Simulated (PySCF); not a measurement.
Spectrum to structure. The calculation used TDDFT wB97X-D/def2-SVPD, vertical, gas phase, core orbitals frozen in the response (PySCF 2.14.0, density-fitted response routines). Geometries: GFN2-xTB, one conformer each.

```tsv
state	λ (nm)	f
S1	215.1	0.0021
S2	187.4	0.207
S3	180.5	0.036
S4	175.6	0.115
S5	174.3	0.014
S6	173.5	0.036
S7	164.0	0.0020
S8	158.1	0.012
```

Triplets computed (Tamm–Dancoff): 4.20, 5.52, 6.48 eV.

Task: Which candidate is it?
A. `C=C1COC[SiH2]1`
B. `C=C1CCO[SiH2]1`
C. `C#CCCCC`

Result: A. Its S1, at 5.76 eV, is the lowest among the candidates; the nearest of the others has S1 at 6.44 eV. S1 is HOMO→LUMO (89%). Löwdin shares by element: HOMO oxygen 46%, carbon 22% or more, silicon 9% (atoms not listed hold the other 23%); LUMO carbon 65% or more, silicon 11% (atoms not listed hold the other 24%). At the same level the other candidates give, for their lowest levels:
- `C=C1CCO[SiH2]1`: 192 nm (f 0.006); 182 nm (f 0.293); 178 nm (f 0.035); 175 nm (f 0.057); 169 nm (f 0.007); T1 4.24 eV; HOMO -9.44, LUMO 1.37 eV
- `C#CCCCC`: 183 nm (f 0.000); 177 nm (f 0.002); 177 nm (f 0.001); 160 nm (f 0.039); 159 nm (f 0.062); T1 5.65 eV; HOMO -9.56, LUMO 2.35 eV
